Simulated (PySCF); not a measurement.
An unknown gives this computed stick spectrum. Method used: TDDFT CAM-B3LYP/def2-SVPD, vertical, gas phase, core orbitals frozen in the response (PySCF 2.14.0, density-fitted response routines). Geometries: PBE0-D3(BJ)/def2-SVP, one conformer each. Relativistic effects are left out although some hold elements past zinc.

```json
{"state": "S1", "E (eV)": "5.92", "f": "0.0002", "main configurations (H = HOMO, L = LUMO)": "H-1/H→L (≥64%), H-1/H→L+2 (≥13%)"}
{"state": "S2", "E (eV)": "6.20", "f": "0.0038", "main configurations (H = HOMO, L = LUMO)": "H-1/H→L (≥43%), H-1/H→L+2 (≥40%)"}
{"state": "S3", "E (eV)": "6.25", "f": "0.0009", "main configurations (H = HOMO, L = LUMO)": "H-1/H→L+2 (≥75%), H-1/H→L (≥12%)"}
{"state": "S4", "E (eV)": "7.29", "f": "0.0017", "main configurations (H = HOMO, L = LUMO)": "H-1/H→L+1 (≥81%)"}
{"state": "S5", "E (eV)": "7.33", "f": "0.0037", "main configurations (H = HOMO, L = LUMO)": "H-1/H→L+1 (≥81%)"}
{"state": "S6", "E (eV)": "8.01", "f": "0.444", "main configurations (H = HOMO, L = LUMO)": "H-1/H→L (≥41%), H-1/H→L+2 (≥20%), H-1/H→L+3 (≥15%)"}
{"state": "S7", "E (eV)": "8.09", "f": "0.0079", "main configurations (H = HOMO, L = LUMO)": "H-1/H→L+3 (≥83%)"}
{"state": "S8", "E (eV)": "8.15", "f": "0.107", "main configurations (H = HOMO, L = LUMO)": "H-1/H→L+3 (≥65%), H-1/H→L+4 (≥13%)"}
{"state": "S9", "E (eV)": "8.26", "f": "0.0014", "main configurations (H = HOMO, L = LUMO)": "H-1/H→L+4 (≥68%)"}
{"state": "S10", "E (eV)": "8.39", "f": "0.218", "main configurations (H = HOMO, L = LUMO)": "H-1/H→L+4 (≥64%), H-1/H→L+2 (≥10%)"}
```

Orbital energies (eV): HOMO-3 -11.82, HOMO-2 -11.05, HOMO-1 -9.34, HOMO -9.33, LUMO 0.77, LUMO+1 0.89, LUMO+2 1.14.

Question: Which structure fits?
A. `C1=C[C@H]2CC[C@@H]1CC2`
B. `C=C(C)/C=C\C(=C)C`
C. `C#CCC1CCCC1`
D. `CC#[C][GeH2][C](F)(F)F`

Answer: D. Its S1 lies at 5.92 eV; the nearest of the others has S1 at 6.47 eV. S1 is HOMO-1/HOMO→LUMO (≥64%), HOMO-1/HOMO→LUMO+2 (≥13%). Löwdin shares by element: HOMO (one of a set within 0.03 eV) carbon 83% or more, germanium 7%; LUMO carbon 32% or more, germanium 30%, hydrogen 8% or more (atoms not listed hold the other 30%). At the same level the other candidates give, for their lowest levels:
- `C=C(C)/C=C\C(=C)C`: 5.11 eV (f 0.487); 5.81 eV (f 0.004); 6.39 eV (f 0.003); 6.41 eV (f 0.007); 6.71 eV (f 0.001); HOMO -7.76, LUMO 0.03 eV
- `C1=C[C@H]2CC[C@@H]1CC2`: 6.78 eV (f 0.040); 6.91 eV (f 0.180); 7.36 eV (f 0.007); 7.71 eV (f 0.000); 7.72 eV (f 0.000); T1 4.22 eV; HOMO -8.28, LUMO 1.33 eV
- `C#CCC1CCCC1`: 6.47 eV (f 0.000); 6.75 eV (f 0.002); 6.78 eV (f 0.001); 7.53 eV (f 0.019); 7.62 eV (f 0.054); T1 5.34 eV; HOMO -9.00, LUMO 1.32 eV

Orbitals of the list HOMO-3 to LUMO+2 that lie within 0.01 eV of each other are written together with a slash and their weights summed (≥ marks a lower bound); for degenerate orbitals outside that list single weights are arbitrary.

The values belong to the conformer `[CH3:1][C:2]#[C:3][GeH2:4][C:5]([F:6])([F:7])[F:8]`: C3–Ge4–C5–F6 180°.
Triplets come from the Tamm–Dancoff approximation.
